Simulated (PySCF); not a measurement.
# Name the molecule from its bond curve

A diatomic of charge -1 contains As. Its triplet curve at PBE0 in a double-zeta basis (scalar-relativistic core potentials, PySCF), in eV from the separated fragments:

(R (Å), E (eV)): (1.472, -3.172), (1.540, -3.976), (1.608, -4.412), (1.660, -4.563), (1.711, -4.602), (1.762, -4.554), (1.831, -4.392), (1.916, -4.082), (2.019, -3.616), (2.156, -2.931)

The fit gives ωe = 830 cm⁻¹ and the rotational constant Bₑ = 0.4394 cm⁻¹.

Question: Which atom is the partner?

Answer: The minimum lies at 1.706 Å, so the reduced mass is 16.8576 u Å² cm⁻¹/(Bₑ·Re²) = 13.18 u. With As at 74.92 u the partner weighs about 16.0 u: O. The molecule is AsO⁻.

Spin–orbit coupling is left out. The highest Kohn–Sham level is positive in this anion. Much of that is self-interaction error, but it also means that the finite basis helps to hold the extra electron. The state is the lowest determinant that a PBE0 search found; another state may lie lower at other levels.
